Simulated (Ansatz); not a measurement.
```yaml
crystal:
  periodic: [false, false, false]
  atoms:
    - {symbol: F, position_ang: [2.477092, -3.238595, -0.188396]}
    - {symbol: C, position_ang: [1.940748, -1.361346, -1.319415]}
    - {symbol: F, position_ang: [3.560953, -1.052372, -2.970147]}
    - {symbol: C, position_ang: [0.085404, 0.471705, -0.906302]}
    - {symbol: F, position_ang: [0.170070, 2.683110, -2.141894]}
    - {symbol: C, position_ang: [-1.790465, 0.475500, 1.602509]}
    - {symbol: F, position_ang: [-1.364123, -1.445360, 2.553816]}
    - {symbol: F, position_ang: [-3.862955, 0.411123, 0.122192]}
    - {symbol: F, position_ang: [-1.355608, 2.656485, 2.680971]}
basis:
  gaussian: {orbitals: "6-31++G**"}
magnetization: {spin_polarized: true, initial_magnetization: 0}
hamiltonian: {xc: {name: B3LYP5}}
accuracy: high
scf: {lower_state_search: off}
```

```sh
$ ansatz run in.yaml --threads 2 --pin off --events-out ev --progress --plain --max-ram 32768MiB --backend cpu
```

Shortened log:

```
Functional definition: B3LYP5
3381 factors; integrals over basis functions are off by at most 3.0e-9 eV
mean field evaluation 1: about -19310.3999 eV, gradient 9.0e1 eV
mean field evaluation 2: about -17591.3536 eV, gradient 4.2e2 eV
mean field evaluation 4: about -18407.1245 eV, gradient 3.0e2 eV
mean field evaluation 8: about -19367.4309 eV, gradient 4.4e0 eV
mean field evaluation 16: about -19371.0860 eV, gradient 5.0e0 eV
mean field -19371.45440749 eV, -711.8878190319 hartree, gradient 5.6e-8 eV, S^2 3.396590; 0 other end points of the search recorded, 0 dependent functions left out
reference -19371.45447265 eV, -711.8878214265 hartree; 36, 36 occupied and 135, 135 virtual orbitals, 3381 factors
Total energy: -19371.45447265 eV, -711.8878214265 hartree
Checks for a lower state left out: stability, starts, cluster_reference, orbital_swaps, neighbouring_geometries, increment
```

In this input the coordinates are in bohr but typed as ångström. The calculation finished and met its thresholds. The result belongs to that input, not to the molecule as meant.
